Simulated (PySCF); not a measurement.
C₇H₇N₃.
Atom-mapped SMILES: `[N:1]#[C:2][c:3]1[cH:4][cH:5][n:6][n:7]1[CH:8]1[CH2:9][CH2:10]1`

NICS is the negative of the GIAO shielding at a point without a nucleus: at the ring centre (0) and 1 Å above and below it (1); zz is the component along the ring normal. Level: GIAO B97-2/pcSseg-1 (PySCF, non-relativistic, gas phase) on the PBE0-D3(BJ)/def2-SVP geometry, one conformer.

Rings: 1. C3–C4–C5–N6–N7; 2. C8–C9–C10.

```tsv
set	NICS(0)	NICS(1), two faces	NICS(1)zz, two faces
P	-13.8	-11.9 / -12.0	-29.3 / -29.1
Q	-40.1	-6.2 / -8.2	-19.5 / -22.9
```

Which set (ppm) belongs to which ring?

P = 1, Q = 2.
- 1 (5-membered ring with 2 N; formal bonds all aromatic): mean NICS(1)zz -29.2 ppm, shielded. The ring is flat and has no four-coordinate atom; by the NICS criterion it is aromatic.
- 2 (3-membered carbocycle; formal bonds all single): mean NICS(1)zz -21.2 ppm, shielded. C8, C9, C10 have four or more neighbours, so the value isn't read as a sign of a π ring current.

How do the rings differ in shape?

```tsv
ring	bond lengths (Å)	rms pucker (Å)	HOMA	nearest outside atom to a NICS(1) probe (Å)
1	1.392, 1.402, 1.331, 1.317, 1.366	0.00	0.97	hydrogen 2.43
2	1.494, 1.500, 1.497	0.00	–	hydrogen 1.43
```

HOMA = 1 − mean of α(R − Ropt)² over the ring bonds, with Krygowski's 1993 parameters (CC: Ropt 1.388 Å, α 257.7 Å⁻²; CN: Ropt 1.334 Å, α 93.52 Å⁻²; NN: Ropt 1.309 Å, α 130.33 Å⁻²). A dash marks a ring with a four-coordinate atom, a triple bond, no multiple bond or a kind of bond without parameters.

The values belong to the conformer `[N:1]#[C:2][c:3]1[cH:4][cH:5][n:6][n:7]1[CH:8]1[CH2:9][CH2:10]1`: N6–N7–C8–C9 29°.
